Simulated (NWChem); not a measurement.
System: C₂H₄F₂Si; SMILES C=C(F)[SiH2]F

```xyz
9

C     -1.4760     1.1160     0.0000
C     -0.1761     0.8319     0.0000
F      0.7447     1.8423     0.0000
Si     0.6282    -0.8618     0.0000
F     -0.5678    -1.9483     0.0000
H     -2.2011     0.3096     0.0000
H     -1.8387     2.1402     0.0000
H      1.4581    -1.0374     1.2164
H      1.4581    -1.0374    -1.2164
```
Atoms are numbered in this order, from 1.

All runs: NWChem. Pople sets run with spherical d functions. Structure relaxed at the B3LYP/6-31G* (spherical d) level. B3LYP is NWChem's, with the RPA form of VWN correlation. Level: B3LYP/6-31G* with SMD (1 M gas to 1 M solution), gas-phase geometry. Reactions with the solvent are ignored.

For solvent water:

```
Item                                         Value
-------------------------------------------  -----
solvation free energy (kcal/mol)               2.2
cavity-dispersion-structure term (kcal/mol)    4.7
```

Question: How do the values read with solvent toluene instead?

Answer: 
| Item | Value |
|---|---|
| solvation free energy (kcal/mol) | -0.9 |
| cavity-dispersion-structure term (kcal/mol) | 0.5 |
